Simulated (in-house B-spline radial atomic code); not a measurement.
Computed with a B-spline radial atomic code. Model: two electrons, singlet ground state, non-relativistic, full CI in B-splines with partial waves to l = 8 (at full coupling up to 3e-4 hartree above the limit, correlation up to 0.6 % small), density held at that of full coupling by Lieb maximisation.

Along the adiabatic connection the electron repulsion is scaled by a coupling λ while a local potential keeps the density fixed. At λ = 0 the system is the Kohn-Sham one and W equals the exchange energy; the exchange-correlation energy is the area under W between 0 and 1. The kinetic energy rises with λ as the electrons avoid each other, with dT/dλ = −λ dW/dλ.

Command:
```bash
python run_ac.py task.json out
```
Settings (lengths in bohr, energies in hartree):
```
potential              ball
strength               1
lmax                   8
wall_radius            0.673
```

Run time, properties included: 5.4 s on 1 thread of Intel(R) Xeon(R) Processor @ 2.30GHz (shared host).

**W = mean repulsion less Hartree energy, and W of three functionals.**

Given: confinement empty hard sphere; hard wall radius 0.673 bohr; external potential zero inside.

Computed: PBE exchange minus exact 110.96 millihartree; SCAN exchange minus exact -24.448 millihartree.

```tsv
coupling	W xc (hartree)	W xc minus exchange (millihartree)	kinetic minus Kohn-Sham (millihartree)	LDA (PW92) W minus its exchange (millihartree)	PBE W minus its exchange (millihartree)	SCAN W minus its exchange (millihartree)
0	-2.6256	0	0	0	0	0
0.02	-2.6278	-2.219	0	-14.43	-4.06	-1.97
0.05	-2.6311	-5.53	0.1	-30.49	-9.98	-4.88
0.12	-2.6388	-13.183	0.8	-60.64	-23.18	-11.56
0.25	-2.6527	-27.122	3.4	-105.16	-45.96	-23.63
0.4	-2.6684	-42.776	8.4	-147.4	-70.15	-37.11
0.6	-2.6886	-62.958	18.5	-195.13	-99.78	-54.44
0.8	-2.708	-82.382	32.1	-236.51	-127.05	-71.12
1	-2.7267	-101.08	48.9	-273.43	-152.43	-87.21
1.4	?	?	?	?	?	?
2	-2.8104	-184.79	173.2	-418.11	-259.27	-160.1
3	-2.8803	-254.66	346.9	-524.98	-343.98	-222.83
4.5	?	?	?	?	?	?
7	-3.0695	-443.87	1254.6	-794.75	-572.41	-407.21
10	-3.1563	-530.68	1984.4	-919.93	-683.43	-501.54
```

What belongs in the row 1.4?

W xc (hartree): -2.7621; W xc minus exchange (millihartree): -136.43; kinetic minus Kohn-Sham (millihartree): 91.3; LDA (PW92) W minus its exchange (millihartree): -337.77; PBE W minus its exchange (millihartree): -198.63; SCAN W minus its exchange (millihartree): -117.77.

What belongs in the row 4.5?

W xc (hartree): -2.9652; W xc minus exchange (millihartree): -339.54; kinetic minus Kohn-Sham (millihartree): 662.6; LDA (PW92) W minus its exchange (millihartree): -647.39; PBE W minus its exchange (millihartree): -445.44; SCAN W minus its exchange (millihartree): -302.45.

What is the LDA exchange minus exact?

352.49 millihartree.

**Energy parts, natural occupations and partial-wave weights.**

Computed: total energy 24.3783 hartree; exchange energy -2.6256 hartree; correlation energy -0.052156 hartree; kinetic part of the DFT correlation energy 0.048925 hartree; initial slope twice GL2 -0.11115 hartree; Kohn-Sham kinetic 21.805 hartree; Lieb Oxford ratio E_xc over LDA exchange 1.178.

```csv
natural,occupation of the shell (electrons)
s,1.9965
p,0.0031981
d,0.0001528
s,?
f,2.094e-05
p,1.5882e-05
```

What belongs in the row s?

occupation of the shell (electrons): 7.6143e-05.

```tsv
wave	weight
s	0.9983
p	0.0016074
d	7.8534e-05
f	?
g	2.5801e-06
```

What belongs in the row f?

weight: 1.1154e-05.

What is the Hartree energy?

5.2512 hartree.

What is the kinetic part over minus potential part?

0.48402.

Half-way to full coupling W has made 52 % of its drop, against 50 % for a straight line, and second-order (GL2) theory, half the initial slope, overshoots the correlation energy by about 7 %: correlation is weak here. Over couplings 0 to 1 the errors in E_xc come to about +242 millihartree for LDA, +81 millihartree for PBE, -17 millihartree for SCAN, so SCAN is nearest. In LDA and PBE and SCAN the errors of exchange and correlation have opposite signs, so the sum is smaller than the larger of the two.
